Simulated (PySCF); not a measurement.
Members of one series of related molecules.

All values: PBE0/pcSseg-1 (PySCF) at GFN2-xTB geometries, gas phase, one conformer each.

Task: Rank by the highest IAO charge on any atom, highest value first.
A. `N#C[SiH2][Si@H](Cl)N([SiH3])[SiH3]`
B. `[SiH3]N([SiH3])[Si@H]([SiH3])Cl`
C. `CC[SiH2][Si@H](Cl)N([SiH3])[SiH3]`

Result: A (+0.797 e), B (+0.780 e), C (+0.756 e).

Task: Rank by dipole moment, lowest first.
A. `[CH2:1]=[N:2][SiH2:3][Si@@H:4]([Cl:5])[N:6]([SiH3:7])[SiH3:8]` with C1–N2–Si3–Si4 112°, N2–Si3–Si4–Cl5 115°, Si3–Si4–N6–Si7 68°
B. `[CH:1]#[C:2][SiH2:3][Si@@H:4]([Cl:5])[N:6]([SiH3:7])[SiH3:8]` with C2–Si3–Si4–Cl5 -87°, Si3–Si4–N6–Si7 74°
C. `[CH3:1][C:2]#[C:3][SiH2:4][Si@H:5]([Cl:6])[N:7]([SiH3:8])[SiH3:9]` with C3–Si4–Si5–Cl6 -123°, Si4–Si5–N7–Si8 -122°
D. `[SiH3:1][NH:2][SiH2:3][Si@@H:4]([Cl:5])[N:6]([SiH3:7])[SiH3:8]` with Si1–N2–Si3–Si4 39°, N2–Si3–Si4–Cl5 -102°, Si3–Si4–N6–Si7 66°

Result: B (1.41 D), D (2.09 D), C (2.48 D), A (2.78 D).

All values together:

| SMILES | change | formula | μ (D) | HOMO (eV) | LUMO (eV) | lowest IAO charge (e) | highest IAO charge (e) | lowest Hirshfeld charge (e) | highest Hirshfeld charge (e) |
| --- | --- | --- | --- | --- | --- | --- | --- | --- | --- |
| [SiH3]N([SiH3])[Si@H]([SiH3])Cl | parent | ClH10NSi4 | 1.40 | -7.50 | -0.56 | -1.043 (N) | +0.780 (Si) | -0.352 (N) | +0.350 (Si) |
| C=N[SiH2][Si@@H](Cl)N([SiH3])[SiH3] | H on Si replaced by N=CH2 | CH11ClN2Si4 | 2.78 | -7.12 | -1.10 | -1.054 (N) | +0.784 (Si) | -0.357 (N) | +0.346 (Si) |
| C#C[SiH2][Si@@H](Cl)N([SiH3])[SiH3] | H on Si replaced by ethynyl | C2H10ClNSi4 | 1.41 | -7.36 | -0.80 | -1.045 (N) | +0.788 (Si) | -0.352 (N) | +0.348 (Si) |
| C=C[SiH2][Si@H](Cl)N([SiH3])[SiH3] | H on Si replaced by vinyl | C2H12ClNSi4 | 1.54 | -7.26 | -0.72 | -1.047 (N) | +0.776 (Si) | -0.353 (N) | +0.348 (Si) |
| [SiH3]N[SiH2][Si@@H](Cl)N([SiH3])[SiH3] | H on Si replaced by NHSiH3 | ClH13N2Si5 | 2.09 | -7.15 | -0.94 | -1.041 (N) | +0.752 (Si) | -0.346 (N) | +0.350 (Si) |
| N#C[SiH2][Si@H](Cl)N([SiH3])[SiH3] | H on Si replaced by CN | CH9ClN2Si4 | 2.78 | -7.79 | -1.26 | -1.043 (N) | +0.797 (Si) | -0.350 (N) | +0.353 (Si) |
| CC#C[SiH2][Si@H](Cl)N([SiH3])[SiH3] | H on Si replaced by propynyl | C3H12ClNSi4 | 2.48 | -7.36 | -0.72 | -1.036 (N) | +0.768 (Si) | -0.350 (N) | +0.349 (Si) |
| CC[SiH2][Si@H](Cl)N([SiH3])[SiH3] | H on Si replaced by C2H5 | C2H14ClNSi4 | 2.11 | -7.52 | -0.61 | -1.034 (N) | +0.756 (Si) | -0.346 (N) | +0.347 (Si) |

Conformers: `[SiH3:1][N:2]([SiH3:3])[Si@H:4]([SiH3:5])[Cl:6]` with Si1–N2–Si4–Si5 85°; `[CH2:1]=[N:2][SiH2:3][Si@@H:4]([Cl:5])[N:6]([SiH3:7])[SiH3:8]` with C1–N2–Si3–Si4 112°, N2–Si3–Si4–Cl5 115°, Si3–Si4–N6–Si7 68°; `[CH:1]#[C:2][SiH2:3][Si@@H:4]([Cl:5])[N:6]([SiH3:7])[SiH3:8]` with C2–Si3–Si4–Cl5 -87°, Si3–Si4–N6–Si7 74°; `[CH2:1]=[CH:2][SiH2:3][Si@H:4]([Cl:5])[N:6]([SiH3:7])[SiH3:8]` with C1–C2–Si3–Si4 -119°, C2–Si3–Si4–Cl5 -78°, Si3–Si4–N6–Si7 -92°; `[SiH3:1][NH:2][SiH2:3][Si@@H:4]([Cl:5])[N:6]([SiH3:7])[SiH3:8]` with Si1–N2–Si3–Si4 39°, N2–Si3–Si4–Cl5 -102°, Si3–Si4–N6–Si7 66°; `[N:1]#[C:2][SiH2:3][Si@H:4]([Cl:5])[N:6]([SiH3:7])[SiH3:8]` with C2–Si3–Si4–Cl5 -165°, Si3–Si4–N6–Si7 -84°; `[CH3:1][C:2]#[C:3][SiH2:4][Si@H:5]([Cl:6])[N:7]([SiH3:8])[SiH3:9]` with C3–Si4–Si5–Cl6 -123°, Si4–Si5–N7–Si8 -122°; `[CH3:1][CH2:2][SiH2:3][Si@H:4]([Cl:5])[N:6]([SiH3:7])[SiH3:8]` with C1–C2–Si3–Si4 56°, C2–Si3–Si4–Cl5 147°, Si3–Si4–N6–Si7 67°.

Task: Give the shifts from the parent, `[SiH3]N([SiH3])[Si@H]([SiH3])Cl`.

Result: 
```tsv
SMILES	change in μ (D)	change in HOMO (eV)	change in LUMO (eV)
C=N[SiH2][Si@@H](Cl)N([SiH3])[SiH3]	+1.38	+0.38	-0.54
C#C[SiH2][Si@@H](Cl)N([SiH3])[SiH3]	+0.01	+0.14	-0.24
C=C[SiH2][Si@H](Cl)N([SiH3])[SiH3]	+0.14	+0.24	-0.16
[SiH3]N[SiH2][Si@@H](Cl)N([SiH3])[SiH3]	+0.69	+0.35	-0.38
N#C[SiH2][Si@H](Cl)N([SiH3])[SiH3]	+1.38	-0.29	-0.70
CC#C[SiH2][Si@H](Cl)N([SiH3])[SiH3]	+1.08	+0.14	-0.16
CC[SiH2][Si@H](Cl)N([SiH3])[SiH3]	+0.71	-0.02	-0.05
```
